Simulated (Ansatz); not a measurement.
C₃H₇ClMgO (`CC(C)[O][Mg][Cl]`), relaxed with RKS PBE-D4/def2-SVP in the Gaussian-basis code of Ansatz from a rough embedded geometry. The force threshold is 0.03 eV/Å; the program also tests the step.

Total charge 0; spin multiplicity 1.

Start:

```xyz
13

C    -0.038   -0.244   -1.214
C    -0.210    0.089    0.244
C    -1.624   -0.240    0.647
O     0.630   -0.597    1.091
Mg    2.444    0.239    0.829
Cl    4.562    1.323    0.541
H    -0.672    0.362   -1.859
H    -0.153   -1.300   -1.376
H     1.072    0.036   -1.533
H    -0.026    1.191    0.386
H    -1.868   -1.292    0.494
H    -2.371    0.404    0.039
H    -1.747    0.030    1.712
```

(1) How much energy does the relaxation release, and in how many steps? (Estimate.)

(2) Which bonds change most? (Estimate.)

(3) Give the relaxed structure. (Best estimate.)

Answers

(1) The calculation gave: 86.73 kJ/mol, in 20 steps, 2 of them rejected.

(2) The calculation gave: O4–Mg5 from 2.014 to 1.782 Å; Mg5–Cl6 from 2.397 to 2.207 Å; C1–H9 from 1.188 to 1.109 Å; C3–H12 from 1.158 to 1.110 Å.

(3) Computed: 
```xyz
13

C    -0.303   -0.063   -1.514
C    -0.350    0.485   -0.083
C    -1.282   -0.342    0.810
O     0.934    0.551    0.466
Mg    2.570    0.220    1.090
Cl    4.606   -0.088    1.882
H    -1.308   -0.063   -1.986
H     0.077   -1.107   -1.513
H     0.373    0.551   -2.142
H    -0.766    1.524   -0.133
H    -0.926   -1.393    0.867
H    -2.321   -0.351    0.420
H    -1.303    0.073    1.838
```
